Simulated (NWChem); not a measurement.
System: C₃H₇NO; SMILES C/N=C\CO

Input file for NWChem:

```
start job
memory heap 200 mb stack 900 mb global 1100 mb
geometry units angstroms noautosym nocenter noautoz
  C     -0.530244     2.019738     0.120752
  N      0.700116     1.293718    -0.030560
  C      0.713375     0.033284    -0.139742
  C     -0.430687    -0.956487    -0.130485
  O      0.011281    -2.260629     0.120029
  H     -0.705773     2.611618    -0.793433
  H     -1.438200     1.417131     0.310215
  H     -0.419880     2.751556     0.937041
  H      1.695740    -0.453917    -0.282527
  H     -1.224146    -0.639313     0.574838
  H     -0.898693    -0.968927    -1.130634
  H      0.397868    -2.281474     1.001636
end
basis spherical
  * library 6-31g*
end
dft
  xc xpbe96 cpbe96
  iterations 150
end
cosmo
  do_cosmo_smd true
  solvent benzene
end
task dft energy
```

Geometry: optimised at PBE0/def2-SVP. Solvent: benzene.

Level: PBE/6-31G* with SMD (1 M gas to 1 M solution), gas-phase geometry.

Question: What results follow from this input? (PBE/6-31G* (spherical d), SMD on the gas-phase geometry.) Quantities: solvation free energy (kcal/mol); cavity-dispersion-structure term (kcal/mol); dipole in solution (D).

Answer: 
| Property | Value |
|---|---|
| solvation free energy (kcal/mol) | -4.6 |
| cavity-dispersion-structure term (kcal/mol) | -1.4 |
| dipole in solution (D) | 1.82 |
